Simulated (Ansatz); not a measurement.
Consider the redistribution: 2 `[GeH3][SiH2][GeH2][GeH3]` → `[GeH3][GeH2][SiH2][GeH2][GeH3]` + `[GeH3][SiH2][GeH3]`.

Isolated molecules relaxed with PBE0-D4/def2-TZVP in Ansatz; ΔE leaves out vibrations. CCSD(T)/CBS is the MP2 limit (def2-TZVPP, def2-QZVPP) plus CCSD(T) − MP2 in def2-TZVPP, frozen cores. DFT in def2-TZVPP. For Ge outer-core shells are correlated without core-valence functions, which leaves a few kJ/mol of doubt a bond. Scalar relativity is left out up to krypton. One conformer a species, not always the lowest.

```tsv
species	PBE-QIDH energy (Eh)
`[GeH3][SiH2][GeH2][GeH3]`	-6524.54762
`[GeH3][GeH2][SiH2][GeH2][GeH3]`	-8602.17749
`[GeH3][SiH2][GeH3]`	-4446.91827
```

Task: Work out ΔE.

Result: ΔE = (-8602.17749) + (-4446.91827) − 2 × (-6524.54762) = -0.00052 Eh = -1.4 kJ/mol. CCSD(T)/CBS gives -2.1 kJ/mol.

Largest T1 diagnostic among the species: 0.012.

The D4 term adds −3.5 kJ/mol with B3LYP and −2.1 kJ/mol with PBE0; it sums over pairs of atoms, weighted by their polarisabilities, and B3LYP, whose exchange is more repulsive, gets the larger term. In def2-TZVPP, CCSD(T) changes the Hartree–Fock value by −3.9 kJ/mol (the triples alone add −0.6 kJ/mol) and MP2 by −4.4 kJ/mol. Leaving LDA and LC-ωPBE aside and taking each functional with its dispersion term where it has one, the values, not all of them listed here, spread over 2.2 kJ/mol, from BHLYP-D4 to B2PLYP.

B3LYP here is the variant with VWN-RPA as its local correlation; programs differ in this.
